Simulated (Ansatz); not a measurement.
Cost and result up the ladder for the cluster Al5Ga (6 atoms). Charge 0, multiplicity 1. Geometry: PBE-D4/def2-SVP.

```xyz
6

Al    0.048    0.309    2.098
Al   -0.311   -1.881    0.687
Al   -1.645    0.136   -0.026
Al    1.543   -1.258   -1.051
Al    0.401    2.097    0.176
Ga   -0.036    0.597   -1.883
```

Ansatz on 4 threads of Arm Neoverse V2 on a shared host. Times are rough, and most runs start from the orbitals of an earlier one. No level here is sound enough to serve as a yardstick. Binding counts from free atoms at the same level (Al doublet, Ga doublet; other spins of the atoms weren't run), without zero-point energy or a counterpoise term.

The 6-31G sets use Cartesian d functions. LC-ωPBE has ω = 0.4 bohr⁻¹. B3LYP takes the VWN-RPA correlation. Correlated methods freeze 34 core orbitals; core or outer-core shells of Ga are correlated, in sets that lack core-valence functions. The structure comes from a short search, and lower isomers may exist.

Run but left out: HF/STO-3G, HF/6-31G, B2PLYP/def2-TZVP (restricted singlet, unstable in another Hartree–Fock run and untested here).

Correlated methods converge slowly with the basis.

```tsv
level	functions	binding energy per atom (eV)	remarks
MP2/def2-TZVP	233	2.07	restricted SCF unstable
PBE-D4/def2-TZVP	233	2.05	restricted SCF unstable in HF
PBE0-D4/def2-TZVPD	269	1.94	restricted SCF unstable in HF
ωB97X-V/def2-TZVP	233	1.68	restricted SCF unstable in HF
PBE-D4/def2-SVP	122	2.04	restricted SCF unstable in HF
PBE0-D4/def2-TZVP (with forces)	233	1.93	restricted SCF unstable in HF
CCSD(T)/def2-TZVPP	258	1.84	large T1 (0.023), restricted SCF unstable
PBE0-D4/def2-SVP	122	1.91	restricted SCF unstable in HF
ωB97X-V/def2-TZVPD	269	1.68	restricted SCF unstable in HF
r2SCAN-D4/def2-TZVP	233	2.01	restricted SCF unstable in HF
B3LYP-D4/6-31G	94	1.50	restricted SCF unstable in HF
PBE-D4/def2-TZVPD	269	2.05	restricted SCF unstable in HF
RPA@PBE/def2-TZVP	233	1.62	restricted SCF unstable in HF
LC-ωPBE/def2-TZVP	233	1.64	restricted SCF unstable in HF
```

Problem. Estimate how long each takes.

Solution. PBE-D4/def2-SVP 1.6 s; B3LYP-D4/6-31G 2 s; PBE0-D4/def2-SVP 2.5 s; PBE-D4/def2-TZVP 3.3 s; PBE-D4/def2-TZVPD 5.5 s; LC-ωPBE/def2-TZVP 6 s; RPA@PBE/def2-TZVP 7 s; MP2/def2-TZVP 8 s; r2SCAN-D4/def2-TZVP 8.5 s; PBE0-D4/def2-TZVPD 9.5 s; PBE0-D4/def2-TZVP (with forces) 12 s; ωB97X-V/def2-TZVP 17 s; ωB97X-V/def2-TZVPD 24 s; CCSD(T)/def2-TZVPP 7.4 min. On shared hardware such times vary by a factor of up to 3.
